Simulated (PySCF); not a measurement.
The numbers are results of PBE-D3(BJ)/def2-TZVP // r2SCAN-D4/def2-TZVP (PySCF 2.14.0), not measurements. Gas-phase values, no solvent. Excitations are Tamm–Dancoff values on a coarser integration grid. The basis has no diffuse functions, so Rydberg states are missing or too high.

Reference species (SMILES): `[NH2][AlH2]` (neutral, multiplicity 1).

- LUMO = -1.39 eV
- HOMO–LUMO gap = 4.83 eV
- T1 excitation (TDA) = 4.40 eV

Changed species: `[NH2][AlH][NH2]` (1 of 3 NH2 replaced by H; the reference has 2 of 3 NH2 replaced by H).

Task: Predict the effect on the LUMO, HOMO–LUMO gap and T1 excitation (TDA).

Result: the LUMO increases by 1.09 eV, to -0.30 eV; the HOMO–LUMO gap goes up by 0.38 eV, to 5.21 eV; the T1 excitation (TDA) goes up by 0.55 eV, to 4.95 eV.
